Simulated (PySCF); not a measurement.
In(H)2(I), H2IIn, SMILES [InH2][I], PBE0/def2-SVP optimised geometry.

```
4

In    -1.00     0.00     0.00
H     -1.69     1.57     0.00
H     -1.69    -1.57     0.00
I      1.69     0.00     0.00
```

Density from PBE0/def2-TZVP, def2 effective core potentials past Kr in PySCF at that geometry. The core electrons that the potentials of I, In replace are not part of the density.

Minimum of the electron density along straight lines between bonded atoms, close to the bond critical point (lines longer than 1.1 times the sum of covalent radii, or with two minima, are not listed):

```json
[
 {"bond": "In1–H2", "length / Å": "1.717", "ρ at the minimum / e bohr⁻³": "0.108", "∇²ρ there / e bohr⁻⁵": "0.09", "position (fraction from the first atom)": "0.64"},
 {"bond": "In1–H3", "length / Å": "1.717", "ρ at the minimum / e bohr⁻³": "0.108", "∇²ρ there / e bohr⁻⁵": "0.09", "position (fraction from the first atom)": "0.64"},
 {"bond": "In1–I4", "length / Å": "2.693", "ρ at the minimum / e bohr⁻³": "0.062", "∇²ρ there / e bohr⁻⁵": "0.08", "position (fraction from the first atom)": "0.46"}
]
```
